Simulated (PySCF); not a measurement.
H4AsSi, doublet, geometry from GFN2-xTB; REVPBE/def2-SVP (PySCF).

The PySCF input:
```python
from pyscf import gto, scf, dft

mol = gto.Mole()
mol.atom = '''
    Si   -1.403295   -0.534621    0.038975
    As    0.728614    0.324234   -0.023354
    H    -1.673133   -1.318331    1.252156
    H    -2.368384    0.569103    0.005921
    H    -1.705114   -1.414749   -1.098573
    H     1.348493   -1.051041    0.065542
'''
mol.basis = 'def2-svp'
mol.charge = 0
mol.spin = 1
mol.verbose = 4
mol.build()

mf = dft.UKS(mol)
mf.xc = 'revpbe'
mf.kernel()
```

What does PySCF print? Leave out banner, timings and long lists.


```
PySCF version 2.14.0

[INPUT] verbose = 4
[INPUT] num. atoms = 6
[INPUT] num. electrons = 51
[INPUT] charge = 0
[INPUT] spin (= nelec alpha-beta = 2S) = 1
[INPUT] symmetry False subgroup None
[INPUT] Mole.unit = angstrom
[INPUT] Symbol           X                Y                Z      unit          X                Y                Z       unit  Magmom
[INPUT]  1 Si    -1.403295000000  -0.534621000000   0.038975000000 AA   -2.651843221972  -1.010287270441   0.073652075705 Bohr   0.0
[INPUT]  2 As     0.728614000000   0.324234000000  -0.023354000000 AA    1.376880910524   0.612713460272  -0.044132663913 Bohr   0.0
[INPUT]  3 H     -1.673133000000  -1.318331000000   1.252156000000 AA   -3.161763139972  -2.491284531524   2.366231905231 Bohr   0.0
[INPUT]  4 H     -2.368384000000   0.569103000000   0.005921000000 AA   -4.475597117802   1.075448806668   0.011189068384 Bohr   0.0
[INPUT]  5 H     -1.705114000000  -1.414749000000  -1.098573000000 AA   -3.222198471162  -2.673488145002  -2.076002097842 Bohr   0.0
[INPUT]  6 H      1.348493000000  -1.051041000000   0.065542000000 AA    2.548282450893  -1.986179635689   0.123856429656 Bohr   0.0

nuclear repulsion = 153.404951556428
number of shells = 32
number of NR pGTOs = 138
number of NR cGTOs = 70
basis = def2-svp
ecp = {}

******** <class 'pyscf.dft.uks.UKS'> ********
method = UKS
initial guess = minao
damping factor = 0
level_shift factor = 0
DIIS = <class 'pyscf.scf.diis.CDIIS'>
diis_start_cycle = 1
diis_space = 8
diis_damp = 0
SCF conv_tol = 1e-09
SCF conv_tol_grad = None
SCF max_cycles = 50
direct_scf = True
direct_scf_tol = 1e-13
number electrons alpha = 26  beta = 25
XC library pyscf.dft.libxc version 7.1.2
    S. Lehtola, C. Steigemann, M. J. T. Oliveira, and M. A. L. Marques,  SoftwareX 7, 1–5 (2018)
XC functionals = revpbe
    Y. Zhang and W. Yang,  Phys. Rev. Lett. 80, 890 (1998)
    J. P. Perdew, K. Burke, and M. Ernzerhof,  Phys. Rev. Lett. 77, 3865 (1996)
    J. P. Perdew, K. Burke, and M. Ernzerhof,  Phys. Rev. Lett. 78, 1396 (1997)
radial grids:
    Treutler-Ahlrichs [JCP 102, 346 (1995); DOI:10.1063/1.469408] (M4) radial grids

becke partition: Becke, JCP 88, 2547 (1988); DOI:10.1063/1.454033
pruning grids: <function nwchem_prune>
grids dens level: 3
symmetrized grids: False
atomic radii adjust function: <function treutler_atomic_radii_adjust>
small_rho_cutoff = 0
Set gradient conv threshold to 3.16228e-05
tot grids = 78840
init E= -2526.29745000784

cycle= 1 E= -2527.12369934582  delta_E= -0.826  |g|= 0.163  |ddm|= 1.61
cycle= 2 E= -2527.12940129563  delta_E= -0.0057  |g|= 0.128  |ddm|= 0.224
cycle= 3 E= -2527.13234898075  delta_E= -0.00295  |g|= 0.0193  |ddm|= 0.0683
cycle= 4 E= -2527.13248413733  delta_E= -0.000135  |g|= 0.00482  |ddm|= 0.04
cycle= 5 E= -2527.13249704178  delta_E= -1.29e-05  |g|= 0.00215  |ddm|= 0.0133
cycle= 6 E= -2527.13250137157  delta_E= -4.33e-06  |g|= 0.000458  |ddm|= 0.00471
cycle= 7 E= -2527.13250155535  delta_E= -1.84e-07  |g|= 0.000102  |ddm|= 0.000858
cycle= 8 E= -2527.13250156615  delta_E= -1.08e-08  |g|= 3.93e-05  |ddm|= 0.000259
cycle= 9 E= -2527.13250156774  delta_E= -1.6e-09  |g|= 1.25e-05  |ddm|= 9.1e-05
cycle= 10 E= -2527.13250156785  delta_E= -1.11e-10  |g|= 6.8e-06  |ddm|= 3.23e-05
Extra cycle  E= -2527.13250156783  delta_E= 2.64e-11  |g|= 8.62e-06  |ddm|= 2.77e-05
converged SCF energy = -2527.13250156783  <S^2> = 0.75301978  2S+1 = 2.0030175
```
